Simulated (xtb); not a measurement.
C₅H₉N, SMILES CN1CC=CC1. All values are semi-empirical tight-binding results from xtb (GFN2-xTB unless named), good for trends rather than for accurate numbers. Coordinates come from a GFN2-xTB optimisation. Other conformers were not sampled.

Optimised geometry:

Bond lengths (Å): C1–N2 1.439, C1–H7 1.090, C1–H8 1.090, C1–H9 1.104, N2–C3 1.459, N2–C6 1.459, C3–C4 1.497, C3–H10 1.096, C3–H11 1.105, C4–C5 1.321, C4–H12 1.075, C5–C6 1.497, C5–H13 1.075, C6–H14 1.105, C6–H15 1.096. Bond angles (°): N2–C1–H7 109.1, N2–C1–H8 109.1, N2–C1–H9 113.0, H7–C1–H8 108.5, H7–C1–H9 108.5, H8–C1–H9 108.5, C1–N2–C3 114.8, C1–N2–C6 114.8, C3–N2–C6 108.3, N2–C3–C4 103.7, N2–C3–H10 109.8, N2–C3–H11 112.7, C4–C3–H10 112.7, C4–C3–H11 110.2, H10–C3–H11 107.7, C3–C4–C5 110.4, C3–C4–H12 122.0, C5–C4–H12 127.6, C4–C5–C6 110.4, C4–C5–H13 127.6, C6–C5–H13 122.0, N2–C6–C5 103.7, N2–C6–H14 112.7, N2–C6–H15 109.8, C5–C6–H14 110.2, C5–C6–H15 112.7, H14–C6–H15 107.7.
Charge 0, spin multiplicity 1.

Computed properties:
| Item | Result |
|---|---|
| point group as xtb finds it | Cs |
| orbital gap | 3.72 eV |
| dipole moment | 0.97 D |
| zero-point energy | 81.0 kcal/mol |
| G − E(el) at 298.15 K (modified RRHO) | 62.6 kcal/mol |
| static polarisability (D4 model) | 67.2 bohr³ |
| solvation energy, GFN2-xTB/ALPB(water) | -0.9 kcal/mol |
| solvation energy, GFN2-xTB/ALPB(ch2cl2) | -4.7 kcal/mol |

Computed IR lines (harmonic; lines under 4 % of the strongest left out, lines within 3 cm⁻¹ merged):
ν (cm⁻¹): 345 (w), 724 (w), 877 (w), 1002 (w), 1061 (w), 1207 (m), 1220 (w), 1318 (w), 1476 (w), 2778 (m), 2785 (s), 2815 (vs), 2915 (s), 3009 (s), 3122 (w), 3138 (m) (against the strongest line: vs over 80 %, s over 45 %, m over 15 %, w over 4 %, vw less)

Computed atomic charges and the Wiberg bond orders between heavy atoms:
charges (e) C1 -0.03, N2 -0.18, C3 0.01, C4 -0.04, C5 -0.04, C6 0.01, H7 0.04, H8 0.04, H9 0.01, H10 0.04, H11 0.02, H12 0.03, H13 0.03, H14 0.02, H15 0.04. Bond orders C1–N2 1.03, N2–C3 1.00, C3–C4 1.02, C4–C5 1.93, N2–C6 1.00, C5–C6 1.02.
